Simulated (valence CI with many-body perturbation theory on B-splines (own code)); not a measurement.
## Forbidden lines of Se XIII

Level of theory: valence CI with perturbative core correlation (CI+MBPT): four valence electrons over a frozen Dirac-Fock core [Ar], a basis of 7 s, 7 p, 8 d, 6 f, 4 g, 1 h functions for each j, with the one-electron correlation potential Σ1 (screened to all orders), the two-electron term Σ2, the three-electron term Σ3, Breit, model QED; selected single and double excitations, second order for the rest, scaled by the run's own slope (own B-spline code, finite nucleus).

No measured levels were compared; by estimate terms of the open shell hold to 2 to 4 % of their energy, and close levels can change places. The list stops below the first excitations out of the core. Only levels of the ground parity were solved; by the run's estimate the other parity begins above the list, which can be wrong where configurations are misplaced.

Lines 51 to 100 of 120 in falling wavelength, among levels below 587100 cm⁻¹, chosen from the decays that carry over 1 % of a level's rate. Wavelengths and rates use the calculated energies, so an error of 2000 cm⁻¹ moves a line at 2731 Å by 5.5 % and its rate by three times that or more. Electric multipoles are in the length gauge, E1 and E2 with the static RPA response of the core. S is in atomic units (e²a₀⁴ for E2 and M2, e²a₀⁶ for E3), for M1 in squared Bohr magnetons. Weak lines are less certain than strong ones. Lines between different terms over intervals too small for the method are left out, as are lines whose strength nearly cancels.

Names give the largest LS component (configuration and term), which can be under half, so a name can repeat, a term be missing and a line seem to break the LS rules; names also repeat where a configuration has a term twice. Letters in brackets count levels of one name in rising energy.

```tsv
λ vac (Å)	Upper	Lower	Type	A (s⁻¹)	S (a.u.)
2731	3d⁴ ¹D_2 [a]	3d⁴ ³P_2 [a]	M1	2.18e+01	8.24e-02
2545	3d⁴ ³H_4	3d⁴ ⁵D_4	M1	8.17e+00	4.49e-02
2382	3d⁴ ¹D_2 [a]	3d⁴ ³F_2 [a]	M1	1.93e+01	4.83e-02
2360	3d⁴ ³H_4	3d⁴ ⁵D_3	M1	1.70e+00	7.46e-03
2338	3d⁴ ³H_5	3d⁴ ⁵D_4	M1	1.30e-01	6.77e-04
2333	3d⁴ ¹D_2 [a]	3d⁴ ³F_3 [a]	M1	3.77e+01	8.87e-02
2289	3d⁴ ¹F_3	3d⁴ ³G_4	M1	1.25e+01	3.87e-02
2286	3d⁴ ³P_0 [a]	3d⁴ ⁵D_1	M1	1.62e+02	7.18e-02
2255	3d⁴ ¹F_3	3d⁴ ³G_3	M1	9.25e+00	2.75e-02
2176	3d⁴ ¹D_2 [a]	3d⁴ ³P_1 [a]	M1	9.50e+00	1.81e-02
2174	3d⁴ ³F_3 [a]	3d⁴ ⁵D_4	M1	4.23e+00	1.13e-02
2153	3d⁴ ³F_4 [b]	3d⁴ ¹G_4 [a]	M1	6.03e+00	2.01e-02
2128	3d⁴ ¹F_3	3d⁴ ³P_2 [a]	M1	1.83e+00	4.56e-03
2089	3d⁴ ³P_2 [b]	3d⁴ ³D_2	M1	1.86e+01	3.14e-02
2071	3d⁴ ³F_4 [a]	3d⁴ ⁵D_4	M1	6.02e+01	1.78e-01
2048	3d⁴ ³P_1 [a]	3d⁴ ⁵D_2	M1	1.19e+02	1.13e-01
2042	3d⁴ ³P_2 [b]	3d⁴ ³D_3	M1	6.81e+00	1.08e-02
2037	3d⁴ ³F_3 [a]	3d⁴ ⁵D_3	M1	3.72e+01	8.15e-02
2007	3d⁴ ³F_2 [b]	3d⁴ ³D_1	M1	1.98e+01	2.97e-02
2001	3d⁴ ³F_2 [a]	3d⁴ ⁵D_3	M1	3.49e+00	5.18e-03
1962	3d⁴ ¹F_3	3d⁴ ³F_4 [a]	M1	4.11e+00	8.06e-03
1947	3d⁴ ³F_4 [a]	3d⁴ ⁵D_3	M1	1.45e+01	3.57e-02
1943	3d⁴ ³F_4 [b]	3d⁴ ³D_3	M1	2.68e+01	6.55e-02
1940	3d⁴ ³F_2 [b]	3d⁴ ³D_2	M1	2.59e+01	3.50e-02
1926	3d⁴ ³F_3 [a]	3d⁴ ⁵D_2	M1	1.57e+01	2.92e-02
1900	3d⁴ ³P_1 [a]	3d⁴ ⁵D_0	M1	6.80e+00	5.19e-03
1899	3d⁴ ³F_2 [b]	3d⁴ ³D_3	M1	6.31e+00	8.01e-03
1894	3d⁴ ³F_2 [a]	3d⁴ ⁵D_2	M1	2.54e+01	3.19e-02
1878	3d⁴ ¹F_3	3d⁴ ³F_3 [a]	M1	7.57e+00	1.30e-02
1821	3d⁴ ³G_3	3d⁴ ⁵D_4	M1	2.55e+00	3.99e-03
1813	3d⁴ ³F_2 [a]	3d⁴ ⁵D_1	M1	1.56e+01	1.73e-02
1807	3d⁴ ³P_2 [a]	3d⁴ ⁵D_3	M1	6.24e+01	6.82e-02
1800	3d⁴ ³G_4	3d⁴ ⁵D_4	M1	1.09e+01	2.13e-02
1724	3d⁴ ³G_3	3d⁴ ⁵D_3	M1	1.65e+01	2.20e-02
1720	3d⁴ ³G_5	3d⁴ ⁵D_4	M1	6.80e-01	1.41e-03
1705	3d⁴ ³G_4	3d⁴ ⁵D_3	M1	4.16e+00	6.88e-03
1668	3d⁴ ¹F_3	3d⁴ ³H_4	M1	4.61e+00	5.55e-03
1649	3d⁴ ³F_4 [b]	3d⁴ ³G_5	M1	1.59e+01	2.38e-02
1649	3d⁴ ³F_4 [b]	3d⁴ ³G_5	E2	1.43e+00	1.40e-01
1644	3d⁴ ³G_3	3d⁴ ⁵D_2	M1	7.57e+00	8.73e-03
1582	3d⁴ ³F_4 [b]	3d⁴ ³G_4	M1	5.53e+00	7.30e-03
1566	3d⁴ ³F_4 [b]	3d⁴ ³G_3	M1	7.98e+00	1.02e-02
1562	3d⁴ ³P_2 [b]	3d⁴ ³P_2 [a]	E2	1.40e+00	5.80e-02
1537	3d⁴ ³F_2 [b]	3d⁴ ³G_3	M1	4.60e+01	3.10e-02
1485	3d⁴ ³D_3	3d⁴ ⁵D_4	M1	3.93e+01	3.35e-02
1423	3d⁴ ³P_2 [b]	3d⁴ ³F_3 [a]	M1	1.30e+00	6.93e-04
1420	3d⁴ ³D_3	3d⁴ ⁵D_3	M1	8.74e+00	6.50e-03
1418	3d⁴ ³F_4 [b]	3d⁴ ³F_4 [a]	M1	1.51e+01	1.44e-02
1398	3d⁴ ³D_2	3d⁴ ⁵D_3	M1	3.04e+01	1.54e-02
1383	3d⁴ ¹G_4 [a]	3d⁴ ⁵D_4	M1	3.07e+00	2.70e-03
```
